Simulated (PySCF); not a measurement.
Compound: InMe2F, C2H6FIn.
SMILES: `[CH3][In]([CH3])[F]`

Level of theory: PySCF 2.14.0, PBE0-D3(BJ)/def2-SVP geometry optimisation, gas phase, def2 core potentials past Kr.

Take the most abundant isotopes and a rigid rotor. 

(1) What are A, B and C (cm⁻¹)?

(2) What kind of rotor is it?

(3) What does the inertial defect say?

(4) Give the other two planar moments, Paa and Pbb, and the rms extents of the mass along the axes.

(5) Give the coordinates in the principal-axis frame, origin at the centre of mass.

(6) Where do the levels up to J = 2 lie, in MHz?

(7) Which types of transition are allowed, and where do some lines up to J = 2 fall?

Results:

(1) Ia = 96.52, Ib = 135.31, Ic = 225.42 u·Å²; 505379 MHz·u·Å²/I gives 5236, 3735 and 2242 MHz, that is A = 0.17466, B = 0.12458, C = 0.07478 cm⁻¹.

(2) An asymmetric top. Ray's parameter κ = (2B − A − C)/(A − C) = -0.003; −1 is the prolate and +1 the oblate limit.

(3) Not planar: Δ = Ic − Ia − Ib = -6.41 u·Å². For a rigid frame Δ = −2 Σ m c², so Σ m c² = 3.21 u·Å² lies off the ab plane, practically all of it from hydrogen. The atom farthest from that plane is 0.96 Å away.

(4) Paa = Σ m a² = (Ib + Ic − Ia)/2 = 132.11 and Pbb = Σ m b² = (Ia + Ic − Ib)/2 = 93.31 u·Å². With the mass M = 163.95 u, the rms extents √(P/M) along a, b and c are 0.90, 0.75, 0.14 Å.

(5) The sense of each axis is arbitrary; atoms in the order of the calculation.
```
atom  mass (u)   a (Å)   b (Å)   c (Å)
 In1   114.904   0.000   0.092   0.000
  C2    12.000   2.020   0.816   0.000
  H3     1.008   2.242   1.299   0.963
  H4     1.008   2.167   1.554  -0.801
  H5     1.008   2.703  -0.031  -0.147
  C6    12.000  -2.017   0.820   0.001
  H7     1.008  -2.211   1.401  -0.913
  H8     1.008  -2.190   1.473   0.869
  H9     1.008  -2.706  -0.035   0.042
 F10    18.998  -0.003  -1.892   0.001
```

(6) Above 0(0,0):
J = 1: 1(0,1) 5977, 1(1,1) 7478, 1(1,0) 8971
J = 2: 2(0,2) 17240, 2(1,2) 17939, 2(1,1) 22418, 2(2,1) 26921, 2(2,0) 27612
The levels of one J sum to (2J + 1)J(J + 1)(A + B + C)/3.

(7) The dipole components are |μa| = 0.01 D, |μb| = 3.54 D, |μc| = 0.00 D. Intensities carry the squares of the components, which stand as 0.00 : 1.00 : 0.00 (a : b : c). Some lines, for components of 0.1 D or more:

```
type  branch         J(Ka,Kc)    MHz  lower level (cm⁻¹)
   b       Q  1(1,0) ← 1(0,1)   2994               0.199
   b       Q  2(1,1) ← 2(0,2)   5178               0.575
   b       Q  2(2,0) ← 2(1,1)   5194               0.748
   b       R  1(1,1) ← 0(0,0)   7478               0.000
   b       Q  2(2,1) ← 2(1,2)   8982               0.598
   b       R  2(0,2) ← 1(1,1)   9762               0.249
   b       R  2(1,2) ← 1(0,1)  11962               0.199
   b       R  2(2,1) ← 1(1,0)  17950               0.299
   b       R  2(2,0) ← 1(1,1)  20134               0.249
```

No PBE0-D3(BJ)/def2-SVP frequencies stand behind this structure, so it isn't proved a minimum. Zero-point vibration and centrifugal distortion are left out. A rigid rotor knows nothing of internal rotation, which can split or shift real lines.

On AMD EPYC 7R43, one thread, shared host with 256 logical CPUs at a one-minute load of 66, this took 48 s and 0.38 GiB of memory at its peak. That covers the optimisation of the geometry.
